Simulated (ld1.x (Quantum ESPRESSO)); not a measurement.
# u(r) = r·R(r): atom against pseudo-atom (Gd)

Columns: radius, all-electron u(r) and pseudo u(r) of the 4f shell (level -22.79 eV) of gadolinium in the configuration [Xe] 4f7 5d1 6s0 6p0; LDA (PZ), scalar-relativistic, RRKJ scheme, ld1.x (Quantum ESPRESSO) 7.5.

| r (bohr) | all-electron | pseudo |
| --- | --- | --- |
| 0.178 | 0.3089 | 0.0415 |
| 0.355 | 0.8763 | 0.4325 |
| 0.533 | 1.0810 | 1.0772 |
| 0.710 | 1.0334 | 1.2612 |
| 0.888 | 0.8988 | 0.9838 |
| 1.065 | 0.7526 | 0.7549 |
| 1.243 | 0.6192 | 0.6192 |
| 1.420 | 0.5066 | 0.5066 |
| 1.598 | 0.4131 | 0.4131 |
| 1.775 | 0.3374 | 0.3374 |
| 1.953 | 0.2756 | 0.2756 |
| 2.130 | 0.2257 | 0.2257 |
| 2.308 | 0.1849 | 0.1849 |
| 2.485 | 0.1518 | 0.1518 |
| 2.662 | 0.1248 | 0.1248 |
| 2.840 | 0.1025 | 0.1025 |
| 3.018 | 0.0842 | 0.0842 |
| 3.195 | 0.0693 | 0.0693 |
| 3.373 | 0.0570 | 0.0570 |
| 3.550 | 0.0469 | 0.0469 |
| 3.728 | 0.0386 | 0.0386 |
| 3.905 | 0.0317 | 0.0317 |
| 4.083 | 0.0261 | 0.0261 |
| 4.260 | 0.0214 | 0.0214 |
| 4.438 | 0.0176 | 0.0176 |
| 4.615 | 0.0144 | 0.0144 |

(1) How many radial nodes do the two functions have?

(2) At about which radius was the pseudo-wave matched?

(3) Where does each function peak?

(4) Is the pseudo-wave norm-conserving?

Results:

(1) The all-electron 4f function has n − l − 1 = 0; the pseudo-wave has 0.

(2) 1.15 bohr, where the columns begin to agree (steps of 0.18 bohr).

(3) Outermost all-electron maximum near 0.53 bohr, pseudo maximum near 0.71 bohr (to the table’s step).

(4) Yes: the RRKJ scheme keeps the norm inside the radius equal to the all-electron one, which fixes the energy derivative of the logarithmic derivative at the level.
